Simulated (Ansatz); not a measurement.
Program: Ansatz. Geometries: PBE0-D4/def2-TZVP. ΔE: electronic, gas phase. CBS: MP2 limit from def2 TZ/QZ plus the TZ coupled-cluster correction, frozen cores. Functionals use def2-TZVPP. B3LYP here is the variant with VWN-RPA as its local correlation; programs differ in this. HSE06 is defined as in plane-wave codes. One conformer a species, not always the lowest.

Consider the formal exchange of groups at the Si–S bond: `CN[SiH](F)S` + `CCC(C)(C)C` → `CN[SiH](C)F` + `CCC(C)(C)S`.

`CN[SiH](F)S`:

```xyz
11

C     0.107    1.388   -0.653
N     0.457    0.471    0.411
Si   -0.363   -0.948    0.840
F     0.594   -1.651    1.909
S    -0.749   -2.149   -0.865
H     0.999    1.735   -1.182
H    -0.441    2.266   -0.294
H    -0.525    0.876   -1.381
H     1.115    0.839    1.081
H    -1.687   -0.821    1.494
H     0.493   -2.005   -1.360
```

`CCC(C)(C)C`:

Z-matrix (Å, degrees):
```
C
C 1 1.520
H 1 1.092 2 111.9
H 1 1.092 2 110.5 3 -119.4
H 1 1.092 2 111.9 3 121.1
C 2 1.536 1 116.4 3 -60.6
H 2 1.097 1 109.0 3 61.8
H 2 1.097 1 109.0 3 177.0
C 6 1.526 2 110.7 1 -60.9
C 6 1.526 2 110.7 1 60.8
C 6 1.526 2 108.0 1 180.0
H 9 1.092 6 111.8 2 64.4
H 9 1.094 6 110.6 2 -175.9
H 9 1.094 6 111.1 2 -56.3
H 10 1.094 6 111.1 2 56.3
H 10 1.092 6 111.8 2 -64.4
H 10 1.094 6 110.6 2 175.9
H 11 1.094 6 111.0 2 60.0
H 11 1.094 6 111.0 2 -60.0
H 11 1.094 6 111.0 2 -180.0
```

`CN[SiH](C)F`:

```xyz
13

C     1.291    1.081   -0.723
N     0.085    1.184    0.071
Si   -1.103   -0.014    0.271
C    -0.347   -1.677    0.593
F    -2.043   -0.203   -1.024
H     1.569    0.032   -0.839
H     2.131    1.583   -0.233
H     1.180    1.504   -1.728
H    -0.176    2.134    0.283
H    -2.000    0.463    1.351
H     0.260   -2.011   -0.252
H    -1.132   -2.422    0.745
H     0.285   -1.654    1.483
```

`CCC(C)(C)S`:

Z-matrix (Å, degrees):
```
C
C 1 1.517
H 1 1.092 2 110.3
H 1 1.092 2 112.2 3 -119.5
H 1 1.092 2 111.3 3 119.0
C 2 1.532 1 116.5 3 179.0
H 2 1.094 1 109.3 3 -58.3
H 2 1.098 1 109.2 3 57.8
C 6 1.521 2 111.9 1 -60.4
C 6 1.524 2 108.9 1 178.0
S 6 1.837 2 111.3 1 63.2
H 9 1.091 6 112.0 2 62.5
H 9 1.091 6 110.6 2 -177.2
H 9 1.095 6 109.9 2 -57.5
H 10 1.092 6 111.2 2 179.8
H 10 1.094 6 109.5 2 60.1
H 10 1.093 6 111.3 2 -59.2
H 11 1.342 6 97.4 2 -72.1
```

```csv
level,ΔE (kJ/mol),difference from CCSD(T)/CBS
LDA (SPW92),56.8,-0.9
PBE-D4,55.5,-2.2
revPBE-D4,55.4,-2.3
BLYP-D4,52.6,-5.1
r2SCAN-D4,59.2,1.5
B97M-V,62.2,4.5
PBE0-D4,58.8,1.1
B3LYP-D4,55.9,-1.8
r2SCANh-D4,60.0,2.3
r2SCAN0-D4,61.1,3.4
HSE06-D4,58.8,1.1
ωB97X-V,58.2,0.5
ωB97M-V,57.2,-0.5
B2PLYP,57.6,-0.1
PBE-QIDH,60.5,2.8
PBE,56.1,-1.6
revPBE,55.9,-1.8
BLYP,54.1,-3.6
r2SCAN,59.2,1.5
PBE0,59.4,1.7
B3LYP,57.1,-0.6
r2SCAN0,61.2,3.5
BHLYP,60.9,3.2
CAM-B3LYP,57.9,0.2
LC-ωPBE,58.7,1.0
RPA@PBE/def2-TZVPP,57.3,-0.4
HF/def2-SVP,66.0,8.3
MP2/def2-SVP,60.5,2.8
CCSD/def2-SVP,62.1,4.4
CCSD(T)/def2-SVP,60.7,3.0
HF/def2-TZVPP,64.6,6.9
MP2/def2-TZVPP,58.3,0.6
SCS-MP2/def2-TZVPP,58.3,0.6
CCSD/def2-TZVPP,60.4,2.7
CCSD(T)/def2-TZVPP,58.8,1.1
HF/def2-QZVPP,64.4,6.7
MP2/def2-QZVPP,57.7,0.0
SCS-MP2/def2-QZVPP,57.8,0.1
HF/CBS(def2),64.4,6.7
CCSD/CBS(def2),59.4,1.7
CCSD(T)/CBS,57.7,0
```

Largest T1 diagnostic among the species: 0.011.

In def2-TZVPP, CCSD(T) changes the Hartree–Fock value by −5.9 kJ/mol (the triples alone add −1.7 kJ/mol) and MP2 by −6.3 kJ/mol. From BLYP to BHLYP (50 % exact exchange), in def2-TZVPP and without D4, ΔE moves by +6.8 kJ/mol.

CCSD(T)/CBS has its own doubt, a few kJ/mol and more with outer-core shells, so smaller differences from it don't rank the levels.
